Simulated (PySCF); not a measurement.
A structure optimised at PBE-D3(BJ)/def2-SVP, used in a PySCF frequency run:

```
Al
O 1 1.7249
H 2 0.9699 1 125.87
O 1 1.7249 2 123.02 3 0.00
H 4 0.9699 1 125.87 2 0.00
Al 1 2.5248 2 118.49 3 -180.00
O 6 1.7249 1 118.49 2 -90.00
H 7 0.9699 6 125.87 1 180.00
O 6 1.7249 7 123.02 8 0.00
H 9 0.9699 6 125.87 7 0.00
```

Q: Write its SMILES, formula and point group.

A: [OH][Al]([OH])[Al]([OH])[OH], Al2H4O4, D2d

Q: What are its rotational constants (standard atomic weights)?

A: 3.1999, 1.0514, 1.0514 GHz
